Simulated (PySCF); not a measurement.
**Broadened absorption spectrum of 5-chloro-2-hydroxypyridine**

5-chloro-2-hydroxypyridine, C₅H₄ClNO.
SMILES: `OC1=NC=C(Cl)C=C1`

Computed with PySCF 2.14.0, density-fitted response routines, TDDFT CAM-B3LYP/def2-SVPD, vertical, gas phase, core orbitals frozen in the response. One conformer (not necessarily the lowest) at the GFN2-xTB geometry, without solvent, vibrations or thermal averaging. Torsions of this conformer, `[OH:1][c:2]1[cH:3][cH:4][c:5]([Cl:6])[cH:7][n:8]1`: H–O1–C2–C3 180°.

Computed states:

```tsv
state	E (eV)	f
S1	4.94	0.066
S2	5.55	0.0046
S3	5.94	0.202
S4	6.22	0.0002
S5	6.39	0.0001
S6	6.85	0.0003
S7	7.12	0.0063
S8	7.18	0.453
```

Each state is given a Gaussian of 0.4 eV full width at half maximum, with ε(max) = 2.175×10⁸ f / Δν̃ (Δν̃ the width in cm⁻¹). The cross-section is σ = 3.8235×10⁻²¹ ε cm², given in Mb (10⁻¹⁸ cm²). The width is an assumption, not a result. The curve ends short of the highest state used, and states not computed would add to its high-energy end.

Task: What does the envelope look like, and where are its maxima?

Result: 
E (eV), σ (Mb) and a bar:
```
     4.34       0.03 
     4.40       0.11 
     4.47       0.37 
     4.53       0.93 #
     4.60       2.30 #
     4.66       4.37 ##
     4.72       7.35 ####
     4.79      11.49 #######
     4.85      14.73 ########
     4.92      16.82 ##########
     4.98      16.46 #########
     5.04      14.22 ########
     5.11      10.27 ######
     5.17       6.84 ####
     5.24       3.78 ##
     5.30       2.24 #
     5.36       1.60 #
     5.43       1.81 #
     5.49       2.88 ##
     5.56       5.73 ###
     5.62      10.38 ######
     5.68      17.70 ##########
     5.75      29.30 #################
     5.81      40.04 #######################
     5.88      49.59 #############################
     5.94      52.18 ##############################
     6.00      48.53 ############################
     6.07      38.11 ######################
     6.13      27.08 ################
     6.20      15.55 #########
     6.26       8.45 #####
     6.32       4.07 ##
     6.39       1.50 #
     6.45       0.58 
     6.52       0.24 
     6.58       0.31
```

Maxima: 251 nm (4.94 eV), ε about 4400, made up of S1 (100%); 209 nm (5.94 eV), ε about 14000, made up of S3 (100%) (ε in L mol⁻¹ cm⁻¹; maxima over ε = 5, shares over 10%). At its high-energy end, 6.58 eV, the curve is still rising (ε about 81, from S3 and S8).

Task: Does any computed singlet lie in the visible range?

Result: No computed singlet lies in the visible range (380 to 750 nm); the lowest, at 251 nm, stands 1.68 eV above its violet end (3.26 eV).

Task: On this curve, what absorbance would a 10⁻³ mol/L sample give at 248 nm over a 1 cm path?

Result: 248 nm is 4.999 eV, where ε is about 4200 L mol⁻¹ cm⁻¹, so A = ε c l ≈ 4.2 (Beer–Lambert, with the gas-phase spectrum and the assumed width).

Task: What would ε be at 5.94 eV, the highest of these maxima, with half the width (0.2 eV)?

Result: About 27200 L mol⁻¹ cm⁻¹ against 13700, a factor of about 1.99; a lone state at its own centre would give exactly 2.
